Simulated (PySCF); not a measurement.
Si(Cl)(H)2(NHMe) (CH6ClNSi), SMILES CN[SiH2]Cl. Geometry optimised at B3LYP-D3(BJ)/def2-SVP. One conformer was computed; it need not be the lowest.

Computed equilibrium geometry at B3LYP-D3(BJ)/def2-SVP (PySCF confirms it by a frequency run) as Cartesian coordinates in Å (one conformer of several):
```xyz
10

Si     0.3780    -0.7609     0.1283
Cl     1.4666     1.0092    -0.1776
N     -1.2705    -0.5153     0.5384
C     -2.2766     0.0036    -0.3748
H      0.4460    -1.5012    -1.1560
H      1.0229    -1.4767     1.2564
H     -1.4794    -0.3376     1.5172
H     -2.3308     1.1087    -0.3914
H     -2.0513    -0.3278    -1.4012
H     -3.2782    -0.3830    -0.1221
```
Charge 0, spin multiplicity 1.
